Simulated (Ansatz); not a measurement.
`OCCCCCCO` and `CCCCCCCO` differ in one atom or group.

Ansatz, PBE0-D4/def2-TZVP geometries, multiplicity 1. Each molecule was computed in one conformer, which needn't be the lowest.

```csv
property,`OCCCCCCO`
HOMO energy (PBE0/def2-TZVPP) / eV,-7.76
size of the dipole moment (PBE/def2-TZVPP) / D,0.30
HOMO–LUMO gap (PBE/def2-TZVPP) / eV,6.20
HOMO energy (ωB97M-V/def2-TZVPP) / eV,-10.19
LUMO energy (PBE/def2-TZVPP) / eV,0.08
HOMO energy (PBE/def2-TZVPP) / eV,-6.12
```

**Question.** What does the change do to each property? (Estimate.)

**Answer.** Ansatz gave: 
| property | `CCCCCCCO` | shift |
| --- | --- | --- |
| HOMO energy (PBE0/def2-TZVPP) / eV | -7.66 | 0.10 |
| size of the dipole moment (PBE/def2-TZVPP) / D | 1.68 | 1.38 |
| HOMO–LUMO gap (PBE/def2-TZVPP) / eV | 6.09 | -0.11 |
| HOMO energy (ωB97M-V/def2-TZVPP) / eV | -10.10 | 0.09 |
| LUMO energy (PBE/def2-TZVPP) / eV | 0.07 | -0.01 |
| HOMO energy (PBE/def2-TZVPP) / eV | -6.02 | 0.10 |

Dipoles are sizes alone; their direction can turn.

Positive LUMOs are unbound, so they and the gaps depend on the basis.
